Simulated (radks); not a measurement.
The numbers below are computed, except where a source is named.
The nuclear charge of neutral molybdenum is varied continuously with 42 electrons held in [Kr] 4d5 5s1. Level of theory: Dirac Kohn-Sham, LDA (Slater exchange, Perdew-Wang correlation), spin-unpolarised, spherical densities, finite nucleus; open shells are shared between the two j in proportion to 2j + 1; Fermi nuclear charge, rms radius 4.4091 fm (a radial shooting solver on a logarithmic mesh with Libxc functionals). By the Hellmann-Feynman theorem dE/dZ = E(electron-nucleus)/Z, the electronic potential at the nucleus (averaged over a nucleus of fixed radius).

Z     E (hartree)  E(electron-nucleus)/Z (hartree)   HOMO  e(HOMO) (eV)  <r> HOMO (bohr)
41.8  -3998.53942                         -231.256  4d5/2        -2.243            2.117
41.9  -4021.70337                         -232.023  4d5/2        -3.025            2.064
42    -4044.94408                         -232.791  4d5/2        -3.853            2.016
42.1  -4068.26148                         -233.557  4d5/2        -4.722            1.972
42.2  -4091.65552                         -234.323  5s1/2        -5.622            3.418
42.3  -4115.12614                         -235.089  5s1/2        -6.309            3.358
42.4  -4138.67331                         -235.854  5s1/2        -7.018            3.301
42.5  -4162.29698                         -236.619  5s1/2        -7.750            3.246
42.6  -4185.99714                         -237.384  5s1/2        -8.503            3.194
42.7  -4209.77374                         -238.148  5s1/2        -9.276            3.144
42.8  -4233.62677                         -238.912  5s1/2       -10.070            3.096
42.9  -4257.55621                         -239.676  5s1/2       -10.884            3.050
43    -4281.56205                         -240.440  5s1/2       -11.717            3.006

The central difference of E at Z = 42 is -232.791 hartree, to compare with the third column; the second derivative is -7.67 hartree.
